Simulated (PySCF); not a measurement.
Ionisation energy of S²⁺ by level of theory

S²⁺ [Ne] 3s2 3p2 (3P) → S³⁺ [Ne] 3s2 3p1 (2P), as a difference of total energies. All numbers are calculated (PySCF 2.14, scalar relativity by spin-free X2C-1e, in aug-cc-pVTZ-DK (6s5p3d2f, 50 functions)). Correlated levels: valence: [Ne] frozen. The calculations carry no spin-orbit coupling.

```json
{"method": "UHF", "ionisation energy (eV)": "34.149"}
{"method": "LDA", "ionisation energy (eV)": "34.866"}
{"method": "PBE", "ionisation energy (eV)": "34.825"}
{"method": "PBE0", "ionisation energy (eV)": "34.868"}
{"method": "r2SCAN", "ionisation energy (eV)": "35.022"}
{"method": "CAM-B3LYP", "ionisation energy (eV)": "34.821"}
{"method": "HSE06", "ionisation energy (eV)": "34.856"}
{"method": "LC-wPBE", "ionisation energy (eV)": "35.011"}
{"method": "BHandHLYP", "ionisation energy (eV)": "34.691"}
{"method": "MP2 (valence)", "ionisation energy (eV)": "34.626"}
{"method": "SCS-MP2 (valence)", "ionisation energy (eV)": "34.531"}
```

How much does correlation contribute at MP2 (valence)?

34.626 − (34.149) = 0.477 eV, measured against UHF.

A first-order spin-orbit estimate (lowest level to lowest level, LS coupling) adds -0.009 eV.

Errors of the correlated levels include the incompleteness of this basis and the frozen core.

For comparison: 34.86 ± 0.04 eV (semi-empirical (NIST evaluation); NIST Atomic Spectra Database, ionization energies).
